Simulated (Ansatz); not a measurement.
Total energies of `COc1ccc(-c2ccc(C#Cc3ccc(C#Cc4ccc(C#Cc5ccc(C(F)=C(F)F)cc5)cc4)cc3)cc2)cc1` from Ansatz at PBE0-D4/def2-SVP, gas phase (1 Eh = 27.2114 eV = 2625.5 kJ/mol). The reference geometry is relaxed at PBE-D4/def2-SVP.

| state | geometry | energy (Eh) |
| --- | --- | --- |
| charge 0 singlet | reference | -1871.15867 |
| charge 1 doublet | reference | -1870.91784 |
| charge -1 doublet | reference | -1871.21761 |
| free C atom (triplet) | – | -37.76066 |
| free O atom (triplet) | – | -74.92490 |
| free F atom (doublet) | – | -99.54906 |
| free H atom (doublet) | – | -0.50029 |

Single mean-field runs in def2-SVP are fitted with def2-universal-jkfit.

Question: Work out the vertical ionisation energy to the doublet.

Answer: E(charge 1 doublet) − E(charge 0 singlet) = -1870.91784 − (-1871.15867) = 0.24083 Eh = 6.55 eV. For comparison, −ε of the highest occupied level is 5.68 eV at this level, 0.87 eV less.

Question: Work out the vertical electron affinity, to the doublet.

Answer: E(charge 0 singlet) − E(charge -1 doublet) = -1871.15867 − (-1871.21761) = 0.05894 Eh = 1.60 eV. The basis lacks diffuse functions, which makes affinities too small.

Question: Give the fundamental gap IE − EA, the Mulliken electronegativity (IE + EA)/2 and the hardness (IE − EA)/2.

Answer: From the values in Eh: IE − EA = 0.24083 − 0.05894 = 0.18189 Eh = 4.95 eV; (IE + EA)/2 = 4.08 eV; (IE − EA)/2 = 2.47 eV. The HOMO–LUMO gap of the same run is 3.26 eV, 1.69 eV smaller than the fundamental gap.

Question: What is the binding energy per atom against free atoms?

Answer: Atoms: 39 × (-37.76066) + 1 × (-74.92490) + 3 × (-99.54906) + 23 × (-0.50029) = -1857.74449 Eh. Binding: -1857.74449 − (-1871.15867) = 13.41418 Eh = 365.02 eV, or 5.53 eV for each of 66 atoms (no zero-point energy, no counterpoise term).
